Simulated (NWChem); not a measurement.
System: Si3H8O; SMILES [SiH3][SiH]([SiH3])O

```xyz
12

Si    -0.5397     0.0009    -0.4489
O     -2.0559    -0.0033     0.2737
Si     0.6971    -1.9254     0.1132
Si     0.6926     1.9267     0.1245
H     -0.7955     0.0051    -1.9193
H     -2.0635    -0.0085     1.2356
H      0.9005    -1.9827     1.5962
H     -0.0091    -3.1736    -0.3112
H      2.0420    -1.8803    -0.5423
H      0.9013     1.9732     1.6071
H      2.0351     1.8913    -0.5364
H     -0.0195     3.1757    -0.2876
```
Atoms are numbered in this order, from 1.

Level: PBE0/def2-SVP (NWChem), optimised geometry, unscaled harmonic frequencies. 

```json
[
 {"frequency (cm⁻¹)": "84", "IR intensity (km/mol)": "0.8"},
 {"frequency (cm⁻¹)": "92", "IR intensity (km/mol)": "1.4"},
 {"frequency (cm⁻¹)": "105", "IR intensity (km/mol)": "0.1"},
 {"frequency (cm⁻¹)": "149", "IR intensity (km/mol)": "1.2"},
 {"frequency (cm⁻¹)": "156", "IR intensity (km/mol)": "13.5"},
 {"frequency (cm⁻¹)": "230", "IR intensity (km/mol)": "138.9"},
 {"frequency (cm⁻¹)": "371", "IR intensity (km/mol)": "2.6"},
 {"frequency (cm⁻¹)": "410", "IR intensity (km/mol)": "12.0"},
 {"frequency (cm⁻¹)": "426", "IR intensity (km/mol)": "0.0"},
 {"frequency (cm⁻¹)": "517", "IR intensity (km/mol)": "11.7"},
 {"frequency (cm⁻¹)": "521", "IR intensity (km/mol)": "17.3"},
 {"frequency (cm⁻¹)": "549", "IR intensity (km/mol)": "6.8"},
 {"frequency (cm⁻¹)": "720", "IR intensity (km/mol)": "215.2"},
 {"frequency (cm⁻¹)": "766", "IR intensity (km/mol)": "76.5"},
 {"frequency (cm⁻¹)": "836", "IR intensity (km/mol)": "292.5"},
 {"frequency (cm⁻¹)": "859", "IR intensity (km/mol)": "247.4"},
 {"frequency (cm⁻¹)": "891", "IR intensity (km/mol)": "14.9"},
 {"frequency (cm⁻¹)": "892", "IR intensity (km/mol)": "23.8"},
 {"frequency (cm⁻¹)": "927", "IR intensity (km/mol)": "12.0"},
 {"frequency (cm⁻¹)": "932", "IR intensity (km/mol)": "26.1"},
 {"frequency (cm⁻¹)": "932", "IR intensity (km/mol)": "56.7"},
 {"frequency (cm⁻¹)": "939", "IR intensity (km/mol)": "69.6"},
 {"frequency (cm⁻¹)": "2210", "IR intensity (km/mol)": "47.7"},
 {"frequency (cm⁻¹)": "2214", "IR intensity (km/mol)": "81.6"},
 {"frequency (cm⁻¹)": "2221", "IR intensity (km/mol)": "12.7"},
 {"frequency (cm⁻¹)": "2222", "IR intensity (km/mol)": "70.6"},
 {"frequency (cm⁻¹)": "2230", "IR intensity (km/mol)": "96.4"},
 {"frequency (cm⁻¹)": "2231", "IR intensity (km/mol)": "92.7"},
 {"frequency (cm⁻¹)": "2239", "IR intensity (km/mol)": "148.5"},
 {"frequency (cm⁻¹)": "3926", "IR intensity (km/mol)": "100.1"}
]
```

| Quantity | Value |
|---|---|
| zero-point energy | 45.4 kcal/mol |
| thermal correction to the enthalpy at 298.15 K (with zero-point energy) | 51.7 kcal/mol |
| heat capacity Cv | 30.9 cal/(mol K) |
| entropy at 298.15 K and 1 atm (symmetry number 1) | 92.0 cal/(mol K) |
| dipole moment | 1.05 D |

Rigid rotor and harmonic oscillator; modes under 100 cm⁻¹ make the entropy uncertain.
